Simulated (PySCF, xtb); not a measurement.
InBr2, SMILES [Br][In+][Br], charge +1.

Harmonic wavenumbers (cm⁻¹) from GFN2-xTB (xtb) at its own minimum, in rising order: 51, 51, 149, 254.

Q: What does PySCF with B3LYP-D3(BJ)/def2-SVP give at its own minimum? (The exact figures need the calculation; the answer reports its results.)

A: 62, 62, 218, 350. Paired by order, the mean absolute difference is 47 cm⁻¹ and the zero-point energies are 0.7 and 1.0 kcal/mol.
